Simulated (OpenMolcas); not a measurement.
## Computed transition rates of Nb2+

* Program: OpenMolcas 26.06
* Method: MS-CASPT2, IPEA 0.25 Eh, imaginary shift 0.1 Eh (closed shells correlated: 4s 4p)
* Basis: ANO-RCC-VTZP [7s6p4d2f1g]
* Scalar Hamiltonian: DKH2, point nucleus
* Active space: 3 electrons in 10 orbitals (4d 5d)
* State averaging: 2S+1 = 4 even, 10 roots; 2S+1 = 2 even, 40 roots
* Spin-orbit coupling: RASSI with atomic mean-field integrals over the reference wave functions, term energies averaged over their components

Rates come from the transition moments of the reference wave functions (E1 and E2 in the length form). At fixed line strength A goes as λ^-3 for E1 and M1 and as λ^-5 for E2, so a rate at the computed wavelength can be rescaled to the measured one. Measured vacuum wavelengths follow from level energies in the list in Shadmi, J. Res. Natl. Bur. Stand. 70A, 435 (1966). Branching counts decays inside the model space alone, at computed energies, and the table is only a selection of the E2 and M1 lines, drawn from those between levels with measured partners whose computed energy lies within a factor of 1.5 of the measured one.

```csv
Upper,Lower,Type,λ computed (nm),λ measured (nm),A computed (s-1),A rescaled (s-1),Branching %
4d3 4F 5/2,4d3 4F 3/2,M1,19190,19390,6.10e-03,5.91e-03,100.0
4d3 4F 7/2,4d3 4F 5/2,M1,14930,15130,1.30e-02,1.25e-02,100.0
4d3 4F 9/2,4d3 4F 7/2,M1,12870,13120,1.26e-02,1.19e-02,100.0
4d3 4P 5/2,4d3 4P 3/2 [62 %],M1,7914,10140,2.10e-02,9.98e-03,36.5
4d3 2H 9/2,4d3 2G 9/2,M1,2914,3213,7.61e-02,,51.2
4d3 2H 11/2,4d3 2G 9/2,M1,2619,2891,5.00e-02,,95.4
4d3 2H 9/2,4d3 2G 7/2,M1,2479,2717,5.78e-02,,38.9
4d3 4P 3/2 [62 %],4d3 4F 7/2,E2,1348,1346,6.42e-03,6.47e-03,14.8
4d3 4P 5/2,4d3 4F 9/2,E2,1265,1306,1.90e-02,1.62e-02,33.1
4d3 4P 3/2 [62 %],4d3 4F 5/2,M1,1237,1236,1.11e-02,,25.7
4d3 4P 3/2 [62 %],4d3 4F 5/2,E2,1237,1236,7.57e-03,7.60e-03,17.4
4d3 2G 9/2,4d3 4F 9/2,M1,1217,1271,1.95e-01,,67.6
4d3 4P 1/2 [73 %],4d3 4F 5/2,E2,1216,1227,9.12e-03,8.72e-03,29.4
4d3 2G 7/2,4d3 4F 7/2,M1,1192,1241,8.48e-02,,47.4
4d3 4P 3/2 [62 %],4d3 4F 3/2,M1,1162,1162,1.46e-02,,33.7
4d3 4P 5/2,4d3 4F 7/2,E2,1152,1188,9.78e-03,8.39e-03,17.0
4d3 4P 1/2 [73 %],4d3 4F 3/2,E2,1143,1154,2.08e-02,1.98e-02,67.1
4d3 2G 9/2,4d3 4F 7/2,M1,1112,1159,9.07e-02,,31.5
4d3 2G 7/2,4d3 4F 5/2,M1,1104,1147,9.03e-02,,50.5
4d3 2F 7/2,4d3 2G 7/2,M1,870.5,941.2,8.76e-02,,24.7
4d3 2F 5/2,4d3 2G 7/2,E2,852.5,931.2,5.95e-02,3.83e-02,20.2
4d3 2F 5/2,4d3 2G 7/2,M1,852.5,931.2,5.31e-02,,18.0
4d3 2D 5/2(1),4d3 4F 7/2,M1,795.1,839.1,3.63e-01,,71.1
4d3 2F 7/2,4d3 4F 9/2,M1,523.6,558,8.84e-02,,25.0
4d3 2F 5/2,4d3 4F 3/2,M1,469.3,500.6,7.85e-02,,26.6
```

Spin-changing lines and M1 lines between different terms are not rescaled, since their strength hangs on the term gaps too.

The largest correction is for 4d3 4P 5/2 → 4d3 4P 3/2 [62 %] (M1): 2.10e-02 × (7914 / 10140)^3 = 9.98e-03 s-1, a factor of 0.48.

The computed rate and branching of 4d3 4F 5/2 → 4d3 4F 3/2 give the upper level a radiative lifetime of 1.000 / 6.10e-03 s-1 = 1.64e+02 s, counting decays inside the model space alone. The rescaled rate gives about 1.7e+02 s.

These are rates of the free ion; in crystals, glasses and complexes forced electric-dipole and non-radiative decay shorten such lifetimes by orders of magnitude. No measured rate stands beside these. Rescaling mends the energy factor alone: line strengths can still be far off where a level mixes with configurations outside the active space, and weak or spin-changing lines hang on small mixing coefficients that depend on the term gaps too, so rescaling need not improve them.

Term energies are means over components that CASPT2 splits; among the terms shown or strongly mixed into the levels shown the widest spread is 510 cm-1 (4d3 4F). Active for correlation alone: 5d; no level in the range computed is led by a configuration that fills it, so any true level of that kind is missing. Measured partners are found by configuration, term and J. A level has none where our copy of the source lacks it or the pairing is in doubt (some pairs that miss far off the trend of their configuration count as doubtful). Levels of configurations outside the active space are missing.

A share in square brackets marks a mixed level and gives the weight of the term that names it. A number in round brackets counts repeated terms of one configuration in the order of the reference energies.
